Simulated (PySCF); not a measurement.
TeCl₄, SMILES Cl[Te](Cl)(Cl)Cl. Geometry optimised at PBE-D3(BJ)/def2-SVP. The isomer is the one that the SMILES or the coordinates give; other isomers of the formula were not compared. The def2 effective core potentials stand for the cores of Te; spin–orbit coupling is left out.

### Question
Give the equilibrium geometry at PBE-D3(BJ)/def2-SVP (PySCF confirms it by a frequency run) as a Z-matrix, and its point group. (The exact figures need the calculation; the answer reports its results.)

### Answer
point group C2v.
```
Te
Cl 1 2.3815
Cl 1 2.3815 2 100.24
Cl 1 2.4750 2 91.53 3 91.83
Cl 1 2.4750 2 91.53 4 176.33
```
